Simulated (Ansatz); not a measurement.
Relaxation of Ta4⁻ with UKS PBE0-D4/def2-SVPD.

```sh
$ ansatz run in.yaml --threads 2 --pin off --events-out ev --progress --plain --max-ram 4352MiB
```

```yaml
crystal:
  periodic: [false, false, false]
  atoms:
    - {symbol: Ta, position_ang: [2.238570, 0.090290, -0.225370]}
    - {symbol: Ta, position_ang: [-2.238630, -0.091110, 0.224410]}
    - {symbol: Ta, position_ang: [-0.046090, 1.373950, 0.099720]}
    - {symbol: Ta, position_ang: [0.046150, -1.373130, -0.098760]}
basis:
  gaussian: {orbitals: def2-SVPD}
total_charge: -1
magnetization: {spin_polarized: true, initial_magnetization: 1}
hamiltonian: {xc: pbe0, dispersion: d4}
scf: {lower_state_search: "off"}
output: {orbitals: {seedname: orbitals}}
relax: {f_tol: 0.02, max_steps: 100}
```

Hardware: 2 threads of Arm Neoverse V2 on a shared host. Wall time 2.1 min.

Positions (Å) and forces (eV/Å) at steps 1, 2, 3, 4, 5, 7 of 7:

```xyz
4
step=1 energy=-6196.9971 eV
Ta    2.239    0.090   -0.225   -2.389   -0.096    0.241
Ta   -2.239   -0.091    0.224    2.546    0.107   -0.254
Ta   -0.046    1.374    0.100    0.001   -2.439   -0.169
Ta    0.046   -1.373   -0.099   -0.157    2.428    0.182
4
step=2 energy=-6197.1311 eV
Ta    2.055    0.083   -0.207    0.872    0.039   -0.087
Ta   -2.045   -0.083    0.205   -0.267   -0.013    0.027
Ta   -0.045    1.197    0.087   -0.473    5.226    0.408
Ta    0.035   -1.197   -0.086   -0.132   -5.252   -0.348
4
step=3 energy=-6197.8218 eV
Ta    2.035    0.082   -0.205   -0.456   -0.017    0.047
Ta   -2.018   -0.082    0.202    0.651    0.026   -0.065
Ta   -0.052    1.302    0.095   -0.134    1.125    0.090
Ta    0.035   -1.303   -0.093   -0.062   -1.133   -0.072
4
step=4 energy=-6197.7508 eV rejected
Ta    1.941    0.079   -0.195    1.077    0.044   -0.108
Ta   -1.919   -0.078    0.193   -1.611   -0.066    0.162
Ta   -0.057    1.385    0.101    0.306   -1.136   -0.110
Ta    0.035   -1.386   -0.099    0.228    1.158    0.056
4
step=5 energy=-6197.8840 eV
Ta    2.003    0.081   -0.201   -0.132   -0.004    0.014
Ta   -1.986   -0.081    0.199    0.084    0.003   -0.008
Ta   -0.053    1.337    0.098    0.024    0.047    0.000
Ta    0.036   -1.337   -0.096    0.025   -0.045   -0.006
4
step=7 energy=-6197.8848 eV
Ta    1.997    0.081   -0.201   -0.010    0.000    0.001
Ta   -1.982   -0.080    0.199   -0.009   -0.001    0.001
Ta   -0.053    1.339    0.098    0.010   -0.005   -0.002
Ta    0.037   -1.340   -0.096    0.009    0.005   -0.001
```

In the def2 sets Ta takes a core potential; there is no spin–orbit coupling. The charge -1 doublet is spin-contaminated (final ⟨S²⟩ up to 1.43, 0.75 for a pure state). The highest occupied level of the charge -1 doublet lies above zero (up to 0.02 eV). The electron is either unbound and held by the finite basis, or the level is raised by self-interaction error. Another isomer (doublet) lies 0.95 eV lower at PBE0-D4/def2-TZVPD; other spin states weren't run for this one.
